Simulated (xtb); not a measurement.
xtb input (GFN1-xTB):

```bash
xtb mol.xyz --gfn 1 --opt tight --chrg 0 --uhf 0
```
mol.xyz:
```
3

Sn     0.01114602    -0.00128202     0.95658782
Br     0.97803194     1.68007376    -0.69251525
Br    -0.99395483    -1.67824230    -0.67403877
```

End of the output:

```
         :::::::::::::::::::::::::::::::::::::::::::::::::::::
         ::                     SUMMARY                     ::
         :::::::::::::::::::::::::::::::::::::::::::::::::::::
         :: total energy             -10.355949519163 Eh    ::
         :: gradient norm              0.000020500668 Eh/a0 ::
         :: HOMO-LUMO gap              3.386635705613 eV    ::
         ::.................................................::
         :: SCC energy               -10.365184485076 Eh    ::
         :: -> electrostatic           0.010125079101 Eh    ::
         :: repulsion energy           0.010531685564 Eh    ::
         :: dispersion energy         -0.001296719651 Eh    ::
         :: halogen bond corr.         0.000000000000 Eh    ::
         :: add. restraining           0.000000000000 Eh    ::
         :: total charge              -0.000000000000 e     ::
         :::::::::::::::::::::::::::::::::::::::::::::::::::::

           -------------------------------------------------
          |                Property Printout                |
           -------------------------------------------------

    * Orbital Energies and Occupations

         #    Occupation            Energy/Eh            Energy/eV
      -------------------------------------------------------------
         1        2.0000           -0.9313934             -25.3445
         2        2.0000           -0.6748220             -18.3628
         3        2.0000           -0.6692733             -18.2119
         4        2.0000           -0.4489886             -12.2176
         5        2.0000           -0.4340173             -11.8102
         6        2.0000           -0.4275787             -11.6350
         7        2.0000           -0.4161078             -11.3229
         8        2.0000           -0.4103886             -11.1672
         9        2.0000           -0.4056085             -11.0372 (HOMO)
        10                         -0.2811519              -7.6505 (LUMO)
        11                         -0.2061280              -5.6090
        12                         -0.2055514              -5.5933
        13                         -0.0959818              -2.6118
        14                         -0.0945442              -2.5727
        15                         -0.0916363              -2.4936
        16                         -0.0681349              -1.8540
        17                         -0.0631100              -1.7173
        18                         -0.0587861              -1.5996
        19                         -0.0571945              -1.5563
        20                         -0.0538309              -1.4648
       ...                                ...                  ...
        27                          0.7092442              19.2995
      -------------------------------------------------------------
                  HL-Gap            0.1244566 Eh            3.3866 eV
             Fermi-level           -0.3433802 Eh           -9.3439 eV

  Mulliken/CM5 charges         n(s)   n(p)   n(d)
     1Sn    0.29469  0.27678   2.025  1.371  0.309
     2Br   -0.14735 -0.13840   1.950  5.211 -0.013
     3Br   -0.14733 -0.13838   1.950  5.211 -0.013

Wiberg/Mayer (AO) data.
largest (>0.10) Wiberg bond orders for each atom

 ---------------------------------------------------------------------------
     #   Z sym  total        # sym  WBO       # sym  WBO       # sym  WBO
 ---------------------------------------------------------------------------
     1  50 Sn   2.526 --     3 Br   1.263     2 Br   1.263
     2  35 Br   1.322 --     1 Sn   1.263
     3  35 Br   1.322 --     1 Sn   1.263
 ---------------------------------------------------------------------------

Topologies differ in total number of bonds
Writing topology from bond orders to xtbtopo.mol

 dipole moment from electron density (au)
     X       Y       Z
   0.0263  -0.0031   2.2590  total (Debye):    5.742

           -------------------------------------------------
Note: The following floating-point exceptions are signalling: IEEE_DENORMAL
normal termination of xtb
          |                Geometry Summary                 |
           -------------------------------------------------

      molecular mass/u    :      278.5171681
   center of mass at/Å    :        0.0001303      -0.0000181       0.0113334
  moments of inertia/u·Å² :        0.1729119E+03   0.6128367E+03   0.7857486E+03
rotational constants/cm⁻¹ :        0.9749259E-01   0.2750754E-01   0.2145423E-01

optimized geometry written to: xtbopt.xyz

           -------------------------------------------------
          | TOTAL ENERGY              -10.355949519163 Eh   |
          | GRADIENT NORM               0.000020500668 Eh/α |
          | HOMO-LUMO GAP               3.386635705613 eV   |
           -------------------------------------------------

------------------------------------------------------------------------
------------------------------------------------------------------------
 total:
 SCF:
 ANC optimizer:
```
